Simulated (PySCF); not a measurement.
Geometry (Å), atoms numbered from 1 in this order:
```xyz
19

Si   -3.278    0.099    0.391
C    -1.657    0.081   -0.605
O    -0.664   -0.297    0.325
C     0.620   -0.453   -0.225
C     1.604   -0.990    0.829
Si    2.919    0.284    0.291
C     1.342    0.860   -0.617
H    -3.161    1.089    1.460
H    -3.501   -1.235    0.945
H    -4.368    0.464   -0.520
H    -1.687   -0.637   -1.438
H    -1.423    1.061   -1.043
H     0.564   -1.127   -1.095
H     1.807   -2.054    0.739
H     1.200   -0.811    1.823
H     3.962   -0.244   -0.590
H     3.476    1.160    1.320
H     1.380    1.047   -1.688
H     0.857    1.713   -0.145
```

Computational details: shieldings: GIAO PBE0/pcSseg-1, coordinates at the GFN2-xTB level, in PySCF (averaged over atoms made equivalent by symmetry, fast rotation or ring inversion, no solvent, single conformer, non-relativistic).

List the cross peaks expected in HSQC, COSY and HMBC spectra.

Results:



HSQC (one-bond C–H):
```tsv
δH	δC
3.96 (H13)	80.1 (C4)
3.33 (H11/H12)	56.4 (C2)
1.86 (H14/H18)	20.1 (C5/C7)
1.66 (H15/H19)	20.1 (C5/C7)
```

COSY cross peaks (H two or three bonds apart, from the bond graph; peaks can be absent where the dihedral angle is near 90°):
```tsv
δH	δH
4.54 (H17)	4.37 (H16)
4.54 (H17)	1.86 (H14/H18)
4.54 (H17)	1.66 (H15/H19)
4.37 (H16)	1.86 (H14/H18)
4.37 (H16)	1.66 (H15/H19)
3.96 (H13)	1.86 (H14/H18)
3.96 (H13)	1.66 (H15/H19)
3.90 (H8/H9/H10)	3.33 (H11/H12)
1.86 (H14/H18)	1.66 (H15/H19)
```

HMBC (two and three bonds, from the bond graph):
```tsv
δH	δC
4.54 (H17)	80.1 (C4), 20.1 (C5/C7)
4.37 (H16)	80.1 (C4), 20.1 (C5/C7)
3.96 (H13)	56.4 (C2), 20.1 (C5/C7)
3.90 (H8/H9/H10)	56.4 (C2)
3.33 (H11/H12)	80.1 (C4)
1.86 (H14/H18)	80.1 (C4), 20.1 (C5/C7)
1.66 (H15/H19)	80.1 (C4), 20.1 (C5/C7)
```

Chemical shifts δ = σref − σ; TMS for ¹H, ¹³C, all at this level.

Short H···H contacts in this conformer between protons four or more bonds apart (candidates for NOE cross peaks, intensity ∝ r⁻⁶): H11···H13 2.33 Å, H12···H19 2.54 Å.

Shifts are as computed. Against solution values, carbons near 30 ppm lie about +3 ppm off and those near 130 ppm about +5 ppm. Of 1309 compounds with measured shifts, 239 miss one by over three times the rms of a fit or turn the order of signals round; such compounds aren't used in these exercises.
